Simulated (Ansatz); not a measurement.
Reaction (ligand exchange at the Si–N bond): `O[SiH](O)N[SiH2]F` + H₂Te → `F[SiH2][TeH]` + `N[SiH](O)O`

Calculated with Ansatz (gas phase, PBE0-D4/def2-TZVP geometries, no zero-point term in ΔE). CCSD(T)/CBS is the MP2 limit (def2-TZVPP, def2-QZVPP) plus CCSD(T) − MP2 in def2-TZVPP, frozen cores. This one scheme is used for every species. DFT in def2-TZVPP. B3LYP here is the variant with VWN-RPA as its local correlation; programs differ in this. def2 core potentials past Kr. For Te outer-core shells are correlated without core-valence functions, which leaves a few kJ/mol of doubt a bond. One conformer a species, not always the lowest.

`O[SiH](O)N[SiH2]F`:

Z-matrix (Å, degrees):
```
Si
O 1 1.636
N 1 1.728 2 106.0
O 1 1.636 2 116.1 3 -121.8
H 1 1.471 2 106.1 3 122.6
H 2 0.960 1 119.1 3 47.6
Si 3 1.707 1 125.7 2 13.2
H 3 1.010 1 117.3 2 -161.5
H 4 0.958 1 118.5 2 66.7
F 7 1.610 3 109.7 1 -63.0
H 7 1.477 3 112.5 1 53.4
H 7 1.481 3 109.0 1 179.1
```

H₂Te:

```xyz
3

Te   -0.105    0.422   -0.645
H     0.316   -1.149   -0.335
H    -0.211    0.728    0.979
```

`F[SiH2][TeH]`:

Cartesian coordinates in Å:
```
F 1.132 0.633 -1.323
Si 0.584 -0.229 -0.093
Te -1.887 -0.362 -0.057
H 1.077 -1.616 -0.250
H 1.087 0.411 1.142
H -1.994 1.164 0.581
```

`N[SiH](O)O`:

Z-matrix (Å, degrees):
```
Si
O 1 1.639
O 1 1.639 2 116.1
N 1 1.714 2 107.1 3 -119.6
H 1 1.475 2 104.4 3 114.2
H 2 0.959 1 117.1 3 74.9
H 3 0.959 1 117.0 2 -75.2
H 4 1.008 1 119.6 2 171.6
H 4 1.008 1 119.6 2 -46.2
```

Q: Is it downhill or uphill in electronic energy at CCSD(T)/CBS, and by how much? (An estimate is asked.)

A: The calculation gave: Uphill: ΔE = +0.20 eV.

Q: What do these levels give: ωB97M-V, B2PLYP, B3LYP, MP2/def2-TZVPP, SCS-MP2/def2-TZVPP, MP2/CBS(def2)? (An estimate is asked.)

A: Ansatz gave: ωB97M-V 0.25, B2PLYP 0.21, B3LYP 0.19, MP2/def2-TZVPP 0.22, SCS-MP2/def2-TZVPP 0.26, MP2/CBS(def2) 0.14 eV.

Largest T1 diagnostic among the species: 0.012.

The D4 term adds +0.05 eV with B3LYP and +0.03 eV with PBE0; it sums over pairs of atoms, weighted by their polarisabilities, and B3LYP, whose exchange is more repulsive, gets the larger term. From PBE to PBE0 (25 % exact exchange), in def2-TZVPP and without D4, ΔE moves by +0.04 eV.
